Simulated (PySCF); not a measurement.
A calculated (r2SCAN, PySCF 2.14, aug-cc-pwCVDZ, no relativity, point nucleus) atom or ion has these occupied shells.

| shell | electrons | orbital energy (eV) | rms radius, mean of both spins (bohr) |
| --- | --- | --- | --- |
| 1s α | 1 | -390.48 | 0.267 |
| 1s β | 1 | -389.94 | 0.267 |
| 2s β | 1 | -18.473 | 1.47 |
| 2p α | 3 | -8.371 | 1.67 |
| 2p β | 1 | -7.406 | 1.67 |

Question: Name the element and its charge.

Answer: N (nitrogen, neutral), in [He] 2s1 2p4, 2s spin antiparallel (an excited configuration).
